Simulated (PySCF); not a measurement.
Species: C₅H₈SSi.
Cartesian coordinates in Å at the GFN2-xTB level; atoms count from 1:
```
atom  x, y, z in Å
C1     1.2205    0.6187    0.1219
C2     0.4424   -0.4548   -0.1434
C3    -1.0059   -0.6192   -0.1357
C4    -1.8391    0.1343    0.8737
C5    -1.8920    0.5274   -0.5608
S6     1.4943   -1.8212   -0.5542
Si7    2.8945   -0.1505   -0.1468
H8     0.8603    1.5944    0.4017
H9    -1.3299   -1.6187   -0.3973
H10   -2.6857   -0.3776    1.3046
H11   -1.3170    0.7786    1.5645
H12   -1.4070    1.4438   -0.8604
H13   -2.7747    0.2900   -1.1341
H14    3.6274    0.1562   -1.3648
H15    3.7074   -0.4934    1.0092
```

Level of theory: PySCF, TDDFT PBE0/def2-SVPD, vertical, gas phase, core orbitals frozen in the response.

Transition dipole moments from the ground state, in atomic units and in the frame of the coordinates above (overall signs are arbitrary), for the states with f of 0.002 or more among the lowest 8:

```json
{"state": "S1", "E (eV)": "4.309", "μx": "0.009", "μy": "-0.061", "μz": "0.228"}
{"state": "S2", "E (eV)": "4.667", "μx": "0.195", "μy": "0.584", "μz": "0.151"}
{"state": "S8", "E (eV)": "6.445", "μx": "0.011", "μy": "-0.081", "μz": "0.295"}
```

(1) What oscillator strength does each state have?

(2) The point group is Cs. Which irreducible representation does each state belong to?

(3) What angle do the transition dipoles of S2 and S8 make?

(4) What peak molar absorption coefficient would the strongest computed level give as a lone Gaussian band 0.3 eV wide at half height?

Answers

(1) f = (2/3) ΔE |μ|² with ΔE in hartree (27.2114 eV).

```csv
state,|μ|² (au),|μ| (D),f
S1,0.056,0.60,0.006
S2,0.401,1.61,0.046
S8,0.094,0.78,0.015
```

(2) Polarised normal to the mirror plane, so A″: S1 and S8. Polarised in the mirror plane, so A′: S2.

(3) |cos θ| = |μa·μb| / (|μa| |μb|) = 0.00, so θ ≈ 90° (taken between 0 and 90°, since the signs are arbitrary).

(4) ε(max) = 2.175×10⁸ f / FWHM, with the width in cm⁻¹. S2: 2.175×10⁸ × 0.0459 / 2420 ≈ 4100 L mol⁻¹ cm⁻¹.

One conformer stands for the species.
